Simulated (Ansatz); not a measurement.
Geometry optimisation, UKS r2SCAN/def2-SVP in Ansatz.

The input (input.yaml):

```yaml
crystal:
  periodic: [false, false, false]
  atoms:
    - { symbol: "N", position_ang: [-0.8263, -0.0159, -0.6384] }
    - { symbol: Ge, position_ang: [0.1678, -0.308, 0.8553] }
    - { symbol: F, position_ang: [1.0714, -1.7704, 0.593] }
    - { symbol: H, position_ang: [-1.84536, -0.21035, -0.34069] }
    - { symbol: H, position_ang: [-0.66995, -0.7711, -1.3443] }
    - { symbol: H, position_ang: [1.135, 0.9022, 1.0881] }
magnetization:
  spin_polarized: true
  initial_magnetization: 1
basis:
  gaussian: { orbitals: def2-SVP }
hamiltonian:
  xc: r2scan
relax:
  f_tol: 0.015
  max_steps: 40
output:
  orbitals: {}
```

Run as:

```bash
$ ansatz run input.yaml --threads 2 --pin off --max-ram 3072MiB --backend cpu --events-out ev --progress --plain --runs-dir out
```

Q: Where does it end, and by what steps?

A: The forces met the threshold. After 10 steps the energy has fallen by 0.252 eV; H4 moved furthest, 0.63 Å.

```
step  energy less start (eV)  largest force component (eV/Å)  accepted
   0                  0.0000                           2.378       yes
   1                 -0.1395                           1.660       yes
   2                 -0.1950                           0.741       yes
   3                 -0.2227                           0.158       yes
   4                 -0.2421                           0.330       yes
   5                 -0.2466                           0.215       yes
   6                 -0.2495                           0.163       yes
   7                 -0.2513                           0.037       yes
   8                 -0.2393                           0.418        no
   9                 -0.2518                           0.042       yes
  10                 -0.2520                           0.008       yes
```

```xyz
6
Properties=species:S:1:pos:R:3
N -0.788 -0.233 -0.635
Ge 0.166 -0.469 0.924
F 1.404 -1.598 0.402
H -1.632 0.336 -0.563
H -1.015 -1.097 -1.129
H 0.898 0.887 1.214
```

Whether the end is a true minimum wasn't checked by a vibrational analysis.

Time of the run: 31 s on 2 threads of Intel(R) Xeon(R) CPU @ 2.80GHz (Skylake/Cascade Lake), on a shared host, peak memory 0.21 GiB.
